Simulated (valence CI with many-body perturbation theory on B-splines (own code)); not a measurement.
Forbidden lines of Eu³⁰⁺

Computed by valence CI with perturbative core correlation (CI+MBPT): five valence electrons over a frozen Dirac-Fock core [Ar] 3d10, radial functions for each j: 9 s, 9 p, 8 d, 6 f, 3 g, 1 h, with the one-electron correlation potential Σ1, the two-electron term Σ2, the three-electron term Σ3, Breit, model QED; selected CI, second order for the rest (own B-spline code, finite nucleus).

No measured spectrum was set against this ion. As an estimate, large intervals hold to a few tenths of a per cent, small ones and those within an open d or f shell to about a per cent. Among the levels kept, up to 250 cm⁻¹ of a level comes from second order outside the variational space, and about a tenth of that is noise between levels of different J, which matters for small intervals.

Lines 1 to 20 of 20 in falling wavelength, among levels below 233.65 eV, chosen from the decays that carry over 1 % of a level's rate. Wavelengths and rates use the calculated energies. Electric multipoles are in the length gauge, E1 and E2 with the static RPA response of the core. S is in atomic units (e²a₀⁴ for E2 and M2, e²a₀⁶ for E3), for M1 in squared Bohr magnetons. Weak lines are less certain than strong ones. Lines between different terms over intervals too small for the method are left out, as are lines whose strength nearly cancels.

Levels are named by their leading jj configuration (3d3/2^4 stands for four electrons in 3d with j = 3/2), which in mixed levels can hold well under half, so a name can repeat and another be missing. Letters in brackets count levels of one name in rising energy.

```
λ vac (Å)                           Upper                               Lower  Type   A (s⁻¹)  S (a.u.)
     2761  (4s^2 4p1/2 4p3/2 4d5/2) J=9/2  (4s^2 4p1/2 4p3/2 4d5/2) J=7/2 [a]    M1  2.07e+02  1.62e+00
     1410  (4s^2 4p1/2 4p3/2 4d5/2) J=9/2      (4s^2 4p1/2 4p3/2 4d3/2) J=7/2    M1  4.48e+03  4.66e+00
    440.2      (4s^2 4p3/2^2 4d5/2) J=9/2  (4s^2 4p1/2 4p3/2 4d5/2) J=7/2 [b]    M1  1.12e+05  3.53e+00
    370.2  (4s^2 4p1/2 4p3/2 4d5/2) J=9/2          (4s^2 4p1/2^2 4d5/2) J=5/2    E2  1.73e+03  1.07e-01
    354.6      (4s^2 4p1/2 4p3/2^2) J=3/2          (4s^2 4p1/2^2 4p3/2) J=3/2    M1  4.59e+05  3.04e+00
    348.0            (4s^2 4p3/2^3) J=3/2          (4s^2 4p1/2 4p3/2^2) J=1/2    M1  1.17e+05  7.30e-01
    330.5      (4s^2 4p3/2^2 4d5/2) J=9/2      (4s^2 4p1/2 4p3/2 4d5/2) J=9/2    M1  2.25e+05  3.02e+00
    316.3      (4s^2 4p1/2 4p3/2^2) J=5/2          (4s^2 4p1/2^2 4p3/2) J=3/2    M1  8.44e+04  5.94e-01
    316.3      (4s^2 4p1/2 4p3/2^2) J=5/2          (4s^2 4p1/2^2 4p3/2) J=3/2    E2  7.30e+03  1.24e-01
    302.6            (4s^2 4p3/2^3) J=3/2          (4s^2 4p1/2 4p3/2^2) J=5/2    M1  1.66e+05  6.83e-01
    302.6            (4s^2 4p3/2^3) J=3/2          (4s^2 4p1/2 4p3/2^2) J=5/2    E2  1.69e+04  1.53e-01
    295.1      (4s^2 4p3/2^2 4d5/2) J=9/2  (4s^2 4p1/2 4p3/2 4d5/2) J=7/2 [a]    M1  1.90e+05  1.81e+00
    278.3      (4s^2 4p1/2 4p3/2^2) J=1/2          (4s^2 4p1/2^2 4p3/2) J=3/2    M1  3.63e+05  5.81e-01
    278.3      (4s^2 4p1/2 4p3/2^2) J=1/2          (4s^2 4p1/2^2 4p3/2) J=3/2    E2  9.66e+03  2.88e-02
    274.3            (4s^2 4p3/2^3) J=3/2          (4s^2 4p1/2 4p3/2^2) J=3/2    M1  7.36e+05  2.25e+00
    267.7      (4s^2 4p3/2^2 4d5/2) J=9/2      (4s^2 4p1/2 4p3/2 4d3/2) J=7/2    M1  2.37e+04  1.69e-01
    212.7  (4s^2 4p1/2 4p3/2 4d5/2) J=9/2          (4s 4p1/2^2 4p3/2^2) J=5/2    E2  1.03e+03  3.99e-03
    129.4      (4s^2 4p3/2^2 4d5/2) J=9/2          (4s 4p1/2^2 4p3/2^2) J=5/2    E2  9.30e+03  3.02e-03
    100.3  (4s^2 4p1/2 4p3/2 4d5/2) J=9/2          (4s^2 4p1/2 4p3/2^2) J=5/2    M2  2.09e+03  1.89e-04
    76.16  (4s^2 4p1/2 4p3/2 4d5/2) J=9/2          (4s^2 4p1/2^2 4p3/2) J=3/2    E3  1.06e+02  5.03e-02
```
